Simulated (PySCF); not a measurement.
Computed shifts of a molecule C2H9ClOSi2, HF/pcSseg-1 in PySCF, GIAO, gas phase, atoms alike by connectivity averaged where their shifts nearly agree, in ppm (number of nuclei): ¹³C: 60.6 (1), 22.0 (1). ²⁹Si: -27.1 (1), -28.2 (1). ¹H: 4.97 (2), 4.73 (2), 3.63 (2), 1.66 (3). References: ¹³C against TMS (σ = 192.6 ppm); ¹⁷O against H2O (σ = 333.0 ppm); ²⁹Si against TMS (σ = 393.8 ppm); ³⁵Cl against HCl (σ = 958.2 ppm); ¹H against TMS (σ = 31.99 ppm), references at their B3LYP-D3(BJ)/def2-TZVP geometries, non-relativistic (without spin–orbit terms, shifts of atoms bonded to Cl or Br come out too high). Coordinates come from a B3LYP-D3(BJ)/def2-SVP optimisation. One conformer was computed; it need not be the lowest.

Task: Which molecule gave these data?
A) COC[Si@@H]([SiH3])Cl
B) CCO[SiH2][SiH2]Cl
C) O[SiH2][SiH2]CCCl
D) OCC[SiH2][SiH2]Cl

Result: B, CCO[SiH2][SiH2]Cl
